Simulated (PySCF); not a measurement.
# Be: excitation energy

Be [He] 2s2 (1S) → Be [He] 2s1 2p1 (3P), as a difference of total energies. Computed with PySCF 2.14 in aug-cc-pVTZ-DK, with scalar relativity by spin-free X2C-1e. Correlated levels: valence: 1s2 frozen. The calculations carry no spin-orbit coupling.

```csv
method,excitation energy (cm⁻¹),error (cm⁻¹)
UHF,13072,-8908
MP2 (valence),18703,-3277
SCS-MP2 (valence),20344,-1637
CCSD (valence),22020,+40
```

Reference: 21980 cm⁻¹ (measured; NIST levels, between the centres of gravity of the two terms).

Errors of the correlated levels include the incompleteness of this basis and the frozen core.

With two correlated electrons CCSD is exact in that space.
